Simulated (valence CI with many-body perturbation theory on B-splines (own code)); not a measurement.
# Hyperfine factors and g values of Ge XII

Computed by relativistic CI+MBPT: three valence electrons over a frozen Dirac-Fock core [Ar], a basis of 7 s, 7 p, 8 d, 6 f, 4 g, 1 h functions for each j, with the one-electron correlation potential Σ1 (screened to all orders), the two-electron term Σ2, the three-electron term Σ3, Breit, model QED; selected single and double excitations, second order for the rest, scaled by the run's own slope (own B-spline code, finite nucleus).

No measured levels were compared; by estimate terms of the open shell hold to 2 to 4 % of their energy, and close levels can change places. The list stops below the first excitations out of the core. Only levels of the ground parity were solved; by the run's estimate the other parity begins above the list, which can be wrong where configurations are misplaced.

A/g_I is the dipole constant over the nuclear g factor μ/I (μ in nuclear magnetons, uniformly magnetised nucleus), B/Q the quadrupole constant per barn. Both hold the static response of the core; the bare values leave it out. Large factors of s and p1/2 electrons are usually good to 5 to 10 %; those of open d and f shells near neutrality can be off by tens of per cent, and small factors of p3/2, d and f electrons come from cancelling terms and can be off by a factor of two or in sign, in half-filled shells by more. B is blank for J = 1/2, where it vanishes, and for nearly pure S terms. Energies count from the lowest level.

Names give the largest LS component (configuration and term), which can be under half, so a name can repeat, a term be missing and a line seem to break the LS rules; names also repeat where a configuration has a term twice. Letters in brackets count levels of one name in rising energy.

| Level | E (eV) | g | A/g_I (MHz) | A/g_I bare | B/Q (MHz/b) | B/Q bare |
| --- | --- | --- | --- | --- | --- | --- |
| 3d³ ⁴F_3/2 | 0.000 | 0.403 | 3350 | 3160 | -710 | -734 |
| 3d³ ⁴F_5/2 | 0.320 | 1.028 | 1900 | 1930 | -696 | -720 |
| 3d³ ⁴F_7/2 | 0.711 | 1.236 | 1480 | 1580 | -945 | -979 |
| 3d³ ⁴F_9/2 | 1.143 | 1.328 | 1380 | 1520 | -1370 | -1410 |
| 3d³ ⁴P_1/2 | 4.159 | 2.558 | -2480 | -1900 |  |  |
| 3d³ ⁴P_3/2 | 4.164 | 1.659 | 1210 | 1460 | -1530 | -1580 |
| 3d³ ²G_7/2 | 4.584 | 0.890 | 2360 | 2340 | 1110 | 1150 |
| 3d³ ⁴P_5/2 | 4.679 | 1.594 | 392 | 623 | 1950 | 2010 |
| 3d³ ²G_9/2 | 4.866 | 1.083 | 1940 | 1980 | 1790 | 1860 |
| 3d³ ²D_3/2 [a] | 5.753 | 1.084 | 2150 | 2200 | -1920 | -1990 |
| 3d³ ²P_1/2 | 6.002 | 0.776 | 283 | 229 |  |  |
| 3d³ ²H_9/2 | 6.389 | 0.940 | 1940 | 1940 | 3210 | 3320 |
| 3d³ ²H_11/2 | 6.503 | 1.090 | 1890 | 1940 | 4220 | 4370 |
| 3d³ ²D_5/2 [a] | 6.695 | 1.203 | 1600 | 1690 | -1400 | -1450 |
| 3d³ ²P_3/2 | 6.994 | 1.116 | 1620 | 1680 | 258 | 259 |
| 3d³ ²F_7/2 | 10.018 | 1.141 | 1850 | 1920 | 1300 | 1350 |
| 3d³ ²F_5/2 | 10.187 | 0.859 | 1950 | 1920 | 1610 | 1670 |
| 3d³ ²D_5/2 [b] | 15.547 | 1.197 | 1380 | 1470 | 3060 | 3170 |
| 3d³ ²D_3/2 [b] | 15.701 | 0.799 | 3160 | 3110 | 2500 | 2590 |

Task: Take the isotope of mass number 73, with I = 9/2, μ = -0.87824 μN and Q = -0.196 b. What is the hyperfine structure of 3d³ ⁴F_7/2?

Result: From the table A = -288 MHz, B = 185 MHz. Shifts from the centre of gravity in MHz: F = 1: 5630, F = 2: 5030, F = 3: 4130, F = 4: 2940, F = 5: 1470, F = 6: -263, F = 7: -2260, F = 8: -4490.
